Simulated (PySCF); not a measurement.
C6H12BO2 (SMILES [CH2]C1(C)OBOC1(C)C), doublet, at a GFN2-xTB geometry. Base run: PySCF with R2SCAN/STO-3G.

The PySCF input:
```python
from pyscf import gto, scf, dft

mol = gto.Mole()
mol.atom = '''
    C     1.449594    0.824541    1.180045
    C     0.840397    0.072580    0.077224
    C     1.570844    0.380696   -1.242600
    O     0.948034   -1.332436    0.306461
    B    -0.241839   -1.923405    0.052349
    O    -1.228855   -1.040667   -0.235692
    C    -0.744738    0.281505   -0.044207
    C    -1.198247    1.167250   -1.198473
    C    -1.323393    0.809916    1.272738
    H     1.755944    1.840154    1.030076
    H     1.640508    0.345471    2.118160
    H     1.514850    1.438215   -1.479618
    H     1.143870   -0.206130   -2.051776
    H     2.614030    0.095768   -1.127793
    H    -0.400404   -3.074053    0.072338
    H    -2.283479    1.237721   -1.174985
    H    -0.779572    2.164452   -1.096552
    H    -0.910122    0.746286   -2.156560
    H    -1.021072    0.167717    2.096147
    H    -0.975967    1.822080    1.460958
    H    -2.409570    0.805245    1.213347
'''
mol.basis = 'sto-3g'
mol.charge = 0
mol.spin = 1
mol.verbose = 5
mol.build()

mf = dft.UKS(mol)
mf.xc = 'r2scan'
mf.kernel()
```

The base run was repeated with changes; each row names its change, and settings that it needs were set with it.

```json
[
 {"change": "base", "E (Eh)": "-405.82170", "HOMO (eV)": "-3.10", "dipole (D)": "2.48", "<S^2>": "0.756", "core-seconds (rough)": "40", "outcome": "converged"},
 {"change": "functional = mn12l", "E (Eh)": "-404.53980", "HOMO (eV)": "-2.70", "dipole (D)": "2.44", "<S^2>": "0.759", "core-seconds (rough)": "30", "outcome": "converged"},
 {"change": "functional = hf", "E (Eh)": "-403.58949", "HOMO (eV)": "-8.28", "dipole (D)": "2.15", "<S^2>": "0.766", "core-seconds (rough)": "2", "outcome": "converged"},
 {"change": "functional = bhandhlyp", "E (Eh)": "-405.80724", "HOMO (eV)": "-5.74", "dipole (D)": "2.37", "<S^2>": "0.756", "core-seconds (rough)": "20", "outcome": "converged"},
 {"change": "functional = m06l", "E (Eh)": "-405.88398", "HOMO (eV)": "-2.93", "dipole (D)": "2.51", "<S^2>": "0.757", "core-seconds (rough)": "40", "outcome": "converged"},
 {"change": "functional = b3lyp", "E (Eh)": "-405.99340", "HOMO (eV)": "-3.92", "dipole (D)": "2.45", "<S^2>": "0.754", "core-seconds (rough)": "30", "outcome": "converged"},
 {"change": "functional = hse06", "E (Eh)": "-405.61414", "HOMO (eV)": "-3.82", "dipole (D)": "2.46", "<S^2>": "0.755", "core-seconds (rough)": "70", "outcome": "converged"},
 {"change": "functional = tpssh", "E (Eh)": "-406.11290", "HOMO (eV)": "-3.48", "dipole (D)": "2.43", "<S^2>": "0.755", "core-seconds (rough)": "50", "outcome": "converged"},
 {"change": "functional = pbe0; dispersion = d3zero", "E (Eh)": "-405.59318", "HOMO (eV)": "-4.22", "dipole (D)": "2.47", "<S^2>": "0.755", "core-seconds (rough)": "20", "outcome": "converged"},
 {"change": "functional = tpss", "E (Eh)": "-406.13744", "HOMO (eV)": "-2.84", "dipole (D)": "2.44", "<S^2>": "0.755", "core-seconds (rough)": "50", "outcome": "converged"},
 {"change": "functional = bp86", "E (Eh)": "-405.98222", "HOMO (eV)": "-2.63", "dipole (D)": "2.47", "<S^2>": "0.753", "core-seconds (rough)": "20", "outcome": "converged"},
 {"change": "functional = wb97x_v", "E (Eh)": "-", "HOMO (eV)": "-", "dipole (D)": "-", "<S^2>": "-", "core-seconds (rough)": "-", "outcome": "cut at the time limit"},
 {"change": "functional = scan", "E (Eh)": "-405.87460", "HOMO (eV)": "-3.14", "dipole (D)": "2.54", "<S^2>": "0.756", "core-seconds (rough)": "40", "outcome": "converged"}
]
```

Absolute energies of different levels of theory aren't comparable as measures of quality.

Open shells are given as the SCF converged; they aren't shown to be the lowest states, and a large step between rows can be another state.
